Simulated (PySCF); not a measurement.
Si(F)(NMe2) (C2H6FNSi), SMILES CN(C)[Si]F (connectivity only; charge and spin as stated), neutral, multiplicity 1.

Geometry: PBE-D3(BJ)/def2-SVP. Other conformers were not sampled.

Level of theory: HF/def2-TZVP in PySCF.

Symmetry labels are those of the subgroup Cs that the program uses (full group Cs).

Question: List the valence orbital energies around the gap with their symmetry. (An estimate is asked for; the answer gives what the named calculation found.)

Answer: 
```json
[
 {"orbital": "HOMO−7", "symmetry": "A'", "energy (eV)": "-17.34"},
 {"orbital": "HOMO−6", "symmetry": "A\"", "energy (eV)": "-16.91"},
 {"orbital": "HOMO−5", "symmetry": "A'", "energy (eV)": "-16.27"},
 {"orbital": "HOMO−4", "symmetry": "A\"", "energy (eV)": "-14.90"},
 {"orbital": "HOMO−3", "symmetry": "A'", "energy (eV)": "-14.31"},
 {"orbital": "HOMO−2", "symmetry": "A'", "energy (eV)": "-14.16"},
 {"orbital": "HOMO−1", "symmetry": "A\"", "energy (eV)": "-10.23"},
 {"orbital": "HOMO", "symmetry": "A'", "energy (eV)": "-9.84"},
 {"orbital": "LUMO", "symmetry": "A\"", "energy (eV)": "1.71"},
 {"orbital": "LUMO+1", "symmetry": "A'", "energy (eV)": "3.37"},
 {"orbital": "LUMO+2", "symmetry": "A'", "energy (eV)": "3.88"},
 {"orbital": "LUMO+3", "symmetry": "A'", "energy (eV)": "4.62"}
]
```
